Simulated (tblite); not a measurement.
Start geometry of `CC[C@H](O[SiH2])C(F)(F)F` [radical] from a force field or distance geometry (Å):
```
atom  x, y, z in Å
C1     2.0125   -0.9446    0.2748
C2     1.2247    0.1445   -0.4772
C3    -0.2150    0.2653    0.0275
O4    -0.8744   -0.9838   -0.2491
Si5   -2.1715   -1.4746    0.6954
C6    -0.9037    1.4634   -0.6817
F7    -0.2097    2.6113   -0.4479
F8    -0.9546    1.3025   -2.0144
F9    -2.1519    1.6653   -0.2276
H10    1.5642   -1.9330    0.1144
H11    2.0122   -0.7469    1.3507
H12    3.0369   -0.9730   -0.0731
H13    1.7487    1.0958   -0.3321
H14    1.2438   -0.1060   -1.5393
H15   -0.2030    0.4746    1.1071
H16   -1.8317   -1.2206    2.1207
H17   -3.3343   -0.6281    0.3419
```

Q: What comes out of this run: tblite, GFN2-xTB geometry optimisation, gas phase?

A: 
```
atom  x, y, z in Å
C1     2.0409   -0.9107    0.2955
C2     1.2655    0.1301   -0.5015
C3    -0.1478    0.2927    0.0603
O4    -0.8778   -0.8743   -0.1471
Si5   -2.2226   -1.4070    0.6091
C6    -0.8645    1.4528   -0.6295
F7    -0.1924    2.6091   -0.4979
F8    -1.0374    1.2541   -1.9383
F9    -2.0824    1.6690   -0.1066
H10    1.5050   -1.8561    0.2874
H11    2.1651   -0.5889    1.3271
H12    3.0231   -1.0622   -0.1424
H13    1.7758    1.0944   -0.4704
H14    1.1792   -0.1876   -1.5423
H15   -0.1100    0.5473    1.1308
H16   -1.9986   -1.4439    2.0490
H17   -3.4280   -0.7069    0.2068
```

The energy falls by 4.7 kcal/mol over 78 L-BFGS steps, the largest force on an atom goes from 1.60 to 0.010 eV/Å, and the atoms move by 0.144 Å rms after alignment. Among the bonds, C3–O4 and O4–Si5 change most and about equally (-0.047 to -0.046 Å). Bonds longer at the end by more than 0.005 Å: 0 of 16; shorter: 10. Among the angles that change most is C3–O4–Si5, from 120.0° to 129.5°. Among the dihedrals that turn most is C3–O4–Si5–H16, from -44° to -54°. Rotational constants go from 1461, 1201, 775.7 to 1448, 1264, 789.8 MHz. The orientation of the end geometry is arbitrary; only internal coordinates are fixed.

On one thread of an Arm Neoverse V1, shared host with 64 logical CPUs at a one-minute load of 145, this took 0.58 s of wall time.

GFN2-xTB frequencies show an imaginary mode (22i cm⁻¹), so the point is no minimum at that level. 2 starts were optimised and ended at 0.00 and 1.75 kcal/mol (GFN2-xTB); the lowest of these is shown.

One conformer stands for the species.

The numbers are calculated, not measured.
